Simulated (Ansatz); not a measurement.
Input file for Ansatz (a quantum-chemistry and plane-wave program): U-B3LYP/cc-pVTZ on GeH4O (SMILES [OH][GeH3]), a point of a bond scan (R = 1.851 Å).

Ansatz 0.2 input:
```yaml
crystal:
  periodic: [false, false, false]
  atoms:
    - {symbol: Ge, position_ang: [-0.32903929, 0.06812490, 0.07330265]}
    - {symbol: O, position_ang: [1.35705815, -0.35716009, -0.37168713]}
    - {symbol: H, position_ang: [-0.58763791, -0.19977277, 1.88603872]}
    - {symbol: H, position_ang: [-1.18632723, -0.88517582, -0.76517759]}
    - {symbol: H, position_ang: [-0.60848715, 1.54275960, -0.28108933]}
    - {symbol: H, position_ang: [2.01214474, 0.17482329, 0.09016316]}
basis:
  gaussian:
    orbitals: cc-pVTZ
hamiltonian:
  xc: {name: B3LYP}
magnetization: {spin_polarized: true, initial_magnetization: 0}
```

The head of its log:

```
WARN ansatz: RAYON_NUM_THREADS=1 ignored (pool sized by the plan → 1); use --threads N
Functional definition: B3LYP
integrals: 0.04 GiB planned
821 factors; their error is unknown
mean field: 0.57 GiB planned
mean field evaluation 1: about -58628.1556 eV, gradient 4.1e1 eV
mean field evaluation 2: about -58604.8442 eV, gradient 8.6e1 eV
```

Task: Give the final energy of this run.

Result: -2154.7427 hartree.
